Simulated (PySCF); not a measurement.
Geometries of 2 isomers of C4H5B, from PySCF 2.14.0, PBE0-D3(BJ)/def2-SVP geometry optimisation, gas phase. One conformer each, no zero-point energy, no frequencies.

Question: Which is lower in electronic energy at this level?
A.
```xyz
10
angstrom
B     -1.010    1.204    0.393
C     -0.252   -0.104    0.033
C     -0.932   -1.278    0.059
C      1.134   -0.069   -0.320
C      2.310   -0.003   -0.615
H     -2.182    1.128    0.682
H     -0.454    2.274    0.387
H     -1.991   -1.290    0.330
H     -0.460   -2.236   -0.183
H      3.350    0.053   -0.877
```
B.
```xyz
10
angstrom
C      2.354   -0.663    0.481
C      1.461    0.113    0.181
B      0.353    1.087   -0.191
C     -1.114    0.621   -0.352
C     -1.483   -0.663   -0.189
H      3.149   -1.338    0.744
H      0.651    2.248   -0.359
H     -1.890    1.350   -0.612
H     -0.745   -1.430    0.071
H     -2.520   -0.998   -0.305
```

Answer: B. That is `C#CBC=C`, 14.7 kcal/mol below the other.

```csv
SMILES,atoms numbered as above,E (Eh),relative (kcal/mol),relative (kJ/mol),dipole (D)
C#CBC=C,[CH:1]#[C:2][BH:3][CH:4]=[CH2:5],-179.82962,0.0,0.0,1.34
BC(=C)C#C,[BH2:1][C:2](=[CH2:3])[C:4]#[CH:5],-179.80618,14.7,61.6,1.17
```
